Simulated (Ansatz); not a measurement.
TiIH₃, SMILES [TiH3][I], multiplicity 1.

Coordinates come from a PBE0-D3(BJ)/def2-TZVP optimisation. The spin state was assumed, not searched. The structure was generated by enumeration; whether it is a known compound was not checked. The def2 effective core potentials stand for the cores of I; spin–orbit coupling is left out.

Two levels are set side by side: PBE/def2-TZVPD (Ansatz, a first-principles code) and CAM-B3LYP/def2-TZVPD (Ansatz). Energy differences of separate SCF runs at the same geometry; the states with an electron removed or added have multiplicity 2 and 2. Differences are taken from unrounded values.

| quantity | CAM-B3LYP |
|---|---|
| vertical ionisation energy (eV) | 10.48 |
| vertical electron affinity (eV) | 2.08 |
| vertical singlet–triplet gap (eV) | 2.80 |

What does PBE give, and how far is it from CAM-B3LYP? (Estimate from the structure and the level; the computed values follow.)


```
quantity                             PBE  PBE minus CAM-B3LYP
---------------------------------  -----  -------------------
vertical ionisation energy (eV)    10.21                -0.28
vertical electron affinity (eV)     1.48                -0.60
vertical singlet–triplet gap (eV)   2.84                 0.04
```
